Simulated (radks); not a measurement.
Species: Gd L. Configuration: [Ne] 3s2 3p3 (the NIST ground configuration). All-electron calculation, scalar-relativistic Kohn-Sham, PBE, spin-polarised, spherical densities, finite nucleus; open shells are filled with parallel spins first (spin-orbit coupling, left out, can overturn this in heavy ions); Fermi nuclear charge, rms radius 5.1569 fm. Program: a radial shooting solver on a logarithmic mesh with Libxc functionals.

Normalised radial functions P(r) = r R(r), r in bohr:

```
   r/bohr * 2s up, o 3s up (the largest magnitude, 3.45, reaches the edge; | marks zero, & curves that meet)
 0.001088                             | o *
 0.001499                             |  o *
 0.002081                             |  o   *
 0.002865                             |   o   *
 0.003977                             |    o    *
 0.005477                             |     o     *
 0.007604                             |      o      *
  0.01056                             |      o      *
  0.01454                             |     o      *
  0.02018                             |   o   *
  0.02779                            o|*
  0.03858                   *   o     |
  0.05312        *         o          |
  0.07375  *               o          |
   0.1024     *                    o  |
    0.141              *              |         o
   0.1957                       *     |                  o
   0.2695                            *|               o
   0.3741                             *      o
   0.5152                             *o
   0.7153                             &
```

2s up: eigenvalue -11534.7 eV, 1 radial node at r = 0.0283 bohr, <r> = 0.0922 bohr, 90 % of the charge inside 0.142 bohr. 3s up: eigenvalue -4584.4 eV, 2 radial nodes at r = 0.0269, 0.110 bohr, <r> = 0.223 bohr, 90 % of the charge inside 0.324 bohr.
